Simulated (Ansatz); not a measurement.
`CB(F)[SiH2]O` + `FCC(F)Cl` → `CB(Cl)[SiH2]O` + `FCC(F)F`  (formal exchange of groups at a B–F bond)

Isolated molecules relaxed with PBE0-D4/def2-TZVP in Ansatz; ΔE leaves out vibrations. CBS: MP2 limit from def2 TZ/QZ plus the TZ coupled-cluster correction, frozen cores. Each species was taken in one conformer, which may not be the lowest.

```json
{"species": "`CB(F)[SiH2]O`", "HF/def2-TZVPP energy (Eh)": "-529.49545"}
{"species": "`FCC(F)Cl`", "HF/def2-TZVPP energy (Eh)": "-735.97964"}
{"species": "`CB(Cl)[SiH2]O`", "HF/def2-TZVPP energy (Eh)": "-889.50757"}
{"species": "`FCC(F)F`", "HF/def2-TZVPP energy (Eh)": "-375.95710"}
```

**Question.** Work out ΔE.

**Answer.** ΔE = (-889.50757) + (-375.95710) − (-529.49545) − (-735.97964) = 0.01042 Eh = +27.4 kJ/mol. CCSD(T)/CBS gives +33.9 kJ/mol.

Largest T1 diagnostic among the species: 0.013.

In def2-TZVPP, CCSD(T) changes the Hartree–Fock value by +4.3 kJ/mol (the triples alone add +0.4 kJ/mol) and MP2 by +5.7 kJ/mol.
